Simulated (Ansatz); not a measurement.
Total energies of Zn13H30S13 from Ansatz at PBE0-D4/def2-TZVP, gas phase (1 Eh = 27.2114 eV = 2625.5 kJ/mol). The reference geometry is relaxed at PBE-D4/def2-SVP.

```xyz
56

Zn    1.514   -2.052   -2.070
Zn    4.466   -0.861    1.598
Zn    4.802   -0.273   -1.036
Zn    1.073    1.610   -2.654
Zn    3.547    2.308    0.952
Zn   -0.056   -4.048    1.558
Zn   -2.294   -4.207   -1.116
Zn   -1.904   -0.643   -2.599
Zn   -3.313   -3.279    1.230
Zn   -0.076    0.121    0.816
Zn   -1.439    4.595    0.238
Zn   -3.753    2.156    0.293
Zn   -2.092    3.821   -2.286
S     3.231   -2.085   -0.275
S     0.117   -3.728   -0.800
S     2.108   -3.130    2.660
S     0.134   -0.213   -1.439
S     2.143    0.410    1.716
S     3.206    1.605   -1.302
S     0.249    3.585   -1.394
S     1.681    4.006    1.563
S    -1.154   -1.829    1.741
S    -3.238   -1.883   -0.910
S    -2.952    1.535   -1.867
S    -4.334   -0.013    1.595
S    -1.418    2.100    1.134
H     1.991   -2.486   -3.488
H     4.876   -1.582    2.913
H     5.824   -0.606   -2.164
H     5.183    0.257    0.586
H     1.234    1.792   -4.192
H     4.807    2.841    1.706
H    -0.424   -5.294    2.425
H    -2.774   -5.097   -2.301
H    -2.464   -4.566    0.586
H    -2.126   -1.048   -4.086
H    -4.458   -3.121    2.269
H    -1.022    5.662    1.289
H    -4.839    3.178    0.757
H    -2.287    4.495   -3.677
H    -2.756    4.369   -0.765
H     4.077   -3.000   -0.826
H     0.578   -4.936   -1.226
H     3.047   -4.027    2.253
H     1.829   -3.858    3.787
H     1.990    0.600    3.055
H     4.040    2.428   -1.995
H     0.641    4.556   -2.266
H     2.010    5.089    0.807
H     2.441    4.446    2.614
H    -1.272   -1.602    3.077
H    -4.269   -2.269   -1.714
H    -4.070    1.640   -2.636
H    -5.431   -0.469    0.930
H    -5.100    0.723    2.458
H    -1.523    2.278    2.479
```

| state | geometry | energy (Eh) |
| --- | --- | --- |
| charge 0 singlet | reference | -28322.39364 |
| charge 1 doublet | reference | -28322.08508 |
| charge -1 doublet | reference | -28322.42832 |
| free Zn atom (singlet) | – | -1779.14424 |
| free S atom (triplet) | – | -397.97371 |
| free H atom (doublet) | – | -0.50104 |

Single mean-field runs in def2-TZVP are fitted with def2-universal-jkfit.

(1) Work out the vertical ionisation energy to the doublet.

(2) Work out the vertical electron affinity, to the doublet.

(3) Give the fundamental gap IE − EA, the Mulliken electronegativity (IE + EA)/2 and the hardness (IE − EA)/2.

(4) What is the binding energy per atom against free atoms?

(1) E(charge 1 doublet) − E(charge 0 singlet) = -28322.08508 − (-28322.39364) = 0.30856 Eh = 8.40 eV. For comparison, −ε of the highest occupied level is 7.38 eV at this level, 1.02 eV less.

(2) E(charge 0 singlet) − E(charge -1 doublet) = -28322.39364 − (-28322.42832) = 0.03468 Eh = 0.94 eV. The basis lacks diffuse functions, which makes affinities too small.

(3) From the values in Eh: IE − EA = 0.30856 − 0.03468 = 0.27388 Eh = 7.45 eV; (IE + EA)/2 = 4.67 eV; (IE − EA)/2 = 3.73 eV. The HOMO–LUMO gap of the same run is 5.60 eV, 1.85 eV smaller than the fundamental gap.

(4) Atoms: 13 × (-1779.14424) + 13 × (-397.97371) + 30 × (-0.50104) = -28317.56455 Eh. Binding: -28317.56455 − (-28322.39364) = 4.82909 Eh = 131.41 eV, or 2.35 eV for each of 56 atoms (no zero-point energy, no counterpoise term).

At PBE0-D4/def2-TZVP the highest occupied level of the charge -1 doublet lies above zero (up to 0.06 eV). By energy differences its removal costs 0.94 eV (vertical, to the charge 0 singlet, at PBE0-D4/def2-TZVP); self-interaction error and the lack of diffuse functions both raise the level.
